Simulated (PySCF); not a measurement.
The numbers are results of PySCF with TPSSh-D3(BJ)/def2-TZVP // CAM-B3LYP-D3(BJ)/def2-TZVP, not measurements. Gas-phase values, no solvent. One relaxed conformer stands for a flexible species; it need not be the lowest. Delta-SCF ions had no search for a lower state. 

Reference species (SMILES): `B/C(C)=C/C=C` (neutral, multiplicity 1).

The vertical ionisation energy (Delta-SCF) is 8.81 eV, the HOMO comes out as -6.52 eV and the LUMO is -2.62 eV. The HOMO–LUMO gap is 3.90 eV.

Changed species: `C(/C=C\C)=C\B`.

Task: What does the change do to the vertical ionisation energy (Delta-SCF), HOMO, LUMO and HOMO–LUMO gap?

Result: the vertical ionisation energy (Delta-SCF) falls by 0.05 eV, to 8.76 eV; the HOMO rises by 0.04 eV, to -6.48 eV; the LUMO goes up by 0.09 eV, to -2.53 eV; the HOMO–LUMO gap rises by 0.05 eV, to 3.95 eV.
